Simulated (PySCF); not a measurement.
# Relaxation of triplet Sn2Te

All numbers come from UB3LYP/[Te def2-SVP with ECP28, Sn def2-SVP with ECP28], scalar-relativistic core potentials, density fitting, no spin–orbit coupling, PySCF. A (50,194) grid was used.

A start displaced from a saddle point along its imaginary mode, of Cs symmetry, held to at least that symmetry:

```xyz
3
charge 0 multiplicity 3, angstrom
Te   -0.2500    0.0000   -1.3842
Sn    1.9083    0.0000    0.9128
Sn   -1.6375    0.0000    0.5868
```

Optimiser trace:
```csv
step,E − E(last) (kJ/mol),largest gradient (Eh/bohr)
0,79.00,0.07010
1,31.94,0.01274
2,23.76,0.01191
3,4.90,0.00950
4,0.60,0.00317
5,0.25,0.00194
6,0.14,0.00105
7,0.11,0.00108
8,0.07,0.00127
9,0.02,0.00107
10,0.00,0.00044
11,0.00,0.00005
```

It ends at C2v with Sn–Sn 2.904 Å, Te–Sn 2.854 Å (×2); Sn–Sn–Te 59.4° (×2), Sn–Te–Sn 61.2° (after a last refinement on a finer grid). A frequency run shows a minimum. Other isomers or separated fragments may lie lower.

Final geometry:
Z-matrix (Å, degrees; charge 0 multiplicity 3):
```
Te
Sn 1 2.8537
Sn 1 2.8537 2 61.17
```

At this level a singlet minimum of C2v symmetry lies 65 kJ/mol below this structure. No spin–orbit coupling is included, which matters more the heavier the element.

The relaxation took of the order of 110 core-seconds on a shared host.
